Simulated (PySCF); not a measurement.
Q: Give a PBE0-D3(BJ)/def2-SVP geometry of `N1[SiH2]N[SiH](C(=O)O)N[SiH2]1`.

A: 
```
atom  x, y, z in Å
O1     2.465   -1.327   -1.863
C2     2.377   -0.898   -0.739
O3     3.439   -0.433   -0.063
Si4    0.704   -0.793    0.208
N5     0.632    0.748    1.006
Si6   -0.874    1.550    1.337
N7    -2.081    0.516    0.621
Si8   -2.072   -0.284   -0.929
N9    -0.462   -0.908   -1.066
H10    4.213   -0.528   -0.647
H11    0.636   -1.933    1.168
H12    1.516    1.224    1.162
H13   -0.823    2.938    0.778
H14   -1.222    1.664    2.788
H15   -2.902    0.350    1.194
H16   -3.159   -1.311   -0.873
H17   -2.355    0.605   -2.100
H18   -0.064   -1.169   -1.967
```

Orientation and origin are arbitrary. Atoms count from 1 in this order. N7 (nitrogen bridging silicon atoms) is planar (angles 129.3°, 115.5° and 115.2°, sum 360.0°, 0.00 Å off the plane of its three neighbours). N5 (nitrogen bridging silicon atoms) is planar (angles 122.2°, 120.6° and 116.7°, sum 359.5°, 0.06 Å off the plane of its three neighbours). The C–O distances run from 1.206 Å (O1=C2, drawn double) to 1.342 Å (C2–O3, drawn single), a spread of 0.136 Å. Of the pairs four or more bonds apart, O1···H18 is among the closest relative to their van der Waals radii: 2.54 Å, 93 % of the sum of Bondi's values.

Bonds between heavy atoms (Å): O1=C2 1.206, C2–O3 1.342, C2–Si4 1.925, Si4–N5 1.737, N5–Si6 1.738, Si6–N7 1.742, N7–Si8 1.745, Si8–N9 1.733, Si4–N9 1.731.

Theory: PySCF 2.14.0, PBE0-D3(BJ)/def2-SVP geometry optimisation, gas phase.

Point group: C1 (no symmetry element, even within 0.4 Å). Not checked by PBE0-D3(BJ)/def2-SVP frequencies. One conformer, not necessarily the lowest (O1–C2–O3–H 0°, O1–C2–Si4–N5 -136°, C2–Si4–N5–Si6 151°, Si4–N5–Si6–N7 -3°, N5–Si6–N7–Si8 -44°, Si6–N7–Si8–N9 43°).
